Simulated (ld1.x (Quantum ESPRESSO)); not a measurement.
# Logarithmic derivatives: Kr, TM

```
Element                 : Kr
Generator               : ld1.x (Quantum ESPRESSO) 7.5
Type                    : norm-conserving Troullier–Martins (Kleinman–Bylander form)
Functional              : PBEsol
Relativity              : fully relativistic
Frozen core             : [Ar] 3d10
Valence charge          : 8
Reference configuration : 4s2 4p4.5 (charge +1.5)
Partial waves           : 4s (bound): rc 1.00 bohr; 4p (bound): rc 1.20 bohr; 4d channel at 0.2 Ry: rc 1.10 bohr
Local potential         : all-electron potential smoothed inside 0.80 bohr (lloc = -1)
Core correction         : a·sin(br)/r model core inside 0.80 bohr
```

Open shells are filled in proportion to 2j + 1 (rel_dist='average').

The phase is arctan(r·u′/u) with u = r·R(r), unwrapped; energies in Ry, scanned from -5 to 5 Ry. A pole is an energy at which the radial function vanishes at the test radius. The pseudo phase is shifted by a multiple of π to meet the all-electron one at the reference energy, and phase errors are pseudo minus all-electron; the curves can meet again beyond the range given. Levels narrower than the energy grid can be missing from the lists of poles.

Problem. For each channel, where are the poles, and over which energies does the pseudopotential scatter like the atom?

Solution.

| channel | radius (bohr) | reference energy (Ry) | poles, all-electron | poles, pseudo | unbroken range about the reference energy with phases within 0.05 rad | phase error 1 Ry above the reference energy (rad) |
| --- | --- | --- | --- | --- | --- | --- |
| s | 1.30 | -2.93 | none | none | the whole range | +0.001 |
| p1/2 | 1.30 | -1.89 | none | -0.47 | below -1.2 | -0.161 |
| p3/2 | 1.30 | -1.83 | none | -0.90 | below -1.3 | -2.450 |
| d3/2 | 1.30 | 0.20 | none | none | -3.9 to 1.5 | -0.024 |
| d5/2 | 1.30 | 0.20 | none | none | -3.8 to 1.5 | -0.024 |

Note: ghost states, extra bound levels that the all-electron valence spectrum of the same l lacks: d3/2 at -1971.8 eV, d5/2 at -1564.6 eV, s at -188.4 eV, p3/2 at -12.1 eV. A true bound ghost makes a file unfit for plane-wave use.

Phases in the d5/2 channel:

```
E (Ry)  all-electron  pseudo
 -5.00         1.331   1.253
 -4.74         1.317   1.247
 -4.48         1.304   1.240
 -4.22         1.291   1.233
 -3.96         1.279   1.226
 -3.70         1.266   1.218
 -3.44         1.253   1.210
 -3.18         1.240   1.201
 -2.92         1.227   1.192
 -2.66         1.213   1.181
 -2.40         1.198   1.170
 -2.14         1.183   1.158
 -1.88         1.166   1.145
 -1.62         1.148   1.131
 -1.36         1.129   1.115
 -1.10         1.108   1.097
 -0.84         1.085   1.078
 -0.58         1.060   1.056
 -0.32         1.033   1.030
 -0.06         1.002   1.001
  0.20         0.967   0.967
  0.46         0.928   0.927
  0.72         0.884   0.879
  0.98         0.833   0.821
  1.24         0.775   0.749
  1.50         0.709   0.657
  1.76         0.631   0.539
  2.02         0.542   0.385
  2.28         0.439   0.185
  2.54         0.321  -0.063
  2.80         0.190  -0.341
  3.06         0.048  -0.613
  3.32        -0.101  -0.847
  3.58        -0.250  -1.033
  3.84        -0.394  -1.177
  4.10        -0.526  -1.289
  4.36        -0.646  -1.377
  4.62        -0.751  -1.449
  4.88        -0.842  -1.508
```
